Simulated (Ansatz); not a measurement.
Z-matrix (Å, degrees):
```
N
Al 1 1.754
H 1 1.006 2 125.8
H 1 1.007 2 123.5 3 -180.0
S 2 2.173 1 123.5 3 -0.0
Cl 2 2.090 1 119.0 3 180.0
H 5 1.345 2 92.8 1 -0.1
```

Charge 0, multiplicity 1.

Question: List the CAM-B3LYP/def2-TZVPP orbital energies in eV (Ansatz). (Estimate.)

Answer: Computed: Occupied: -2764.04, -2419.72, -1527.25, -391.09, -258.83, -217.78, -197.84, -197.76, -197.75, -162.36, -162.26, -162.18, -115.24, -75.94, -75.85, -75.78, -25.13, -24.20, -21.94, -15.31, -14.30, -13.15, -12.02, -10.91, -10.84, -10.33, -9.56, -8.98. Lowest empty: 0.46, 1.01, 1.52, 2.03, 2.67, 3.50, 4.18, 4.52.
